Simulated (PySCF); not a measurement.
C4H9F3Si2.
SMILES: `C[Si@H]1C[Si@H](C(F)(F)F)C1`

Torsions of this conformer, `[CH3:1][Si@H:2]1[CH2:3][Si@H:4]([C:5]([F:6])([F:7])[F:8])[CH2:9]1`: C3–Si4–C5–F6 -166°.

The closed-shell ground state was solved at several levels (PySCF, density fitting, gas phase, non-relativistic). Isolated species at its PBE0-D3(BJ)/def2-SVP geometry (one conformer only).

| level | basis functions | total energy (Eh) | HOMO (eV) | LUMO (eV) | gap (eV) | dipole (D) |
| --- | --- | --- | --- | --- | --- | --- |
| B3LYP/def2-SVPD | 269 | -1035.9280 | -7.74 | -0.11 | 7.63 | 3.41 |
| PBE0/pcSseg-1 | 212 | -1035.6138 | -7.94 | 0.29 | 8.23 | 3.26 |

(1) What might B97-2/pcSseg-1 (212 basis functions) give for the same quantities?

(2) Over all these levels, which gives the widest orbital gap and which the narrowest?

(3) How far do the dipole and the HOMO energy spread over the levels?

Answers

(1) Total energy -1036.2064 Eh, HOMO -7.70 eV, LUMO 0.31 eV, gap 8.01 eV, dipole 3.25 D.

(2) PBE0/pcSseg-1 (global hybrid, 25 % exact exchange) has the widest, 8.23 eV, and B3LYP/def2-SVPD (global hybrid, 20 % exact exchange) the narrowest, 7.63 eV. Functional and basis both differ between the two, so the spread mixes both effects.

(3) The dipole runs from 3.25 to 3.41 D (mean 3.31 D) and the HOMO from -7.94 to -7.70 eV.
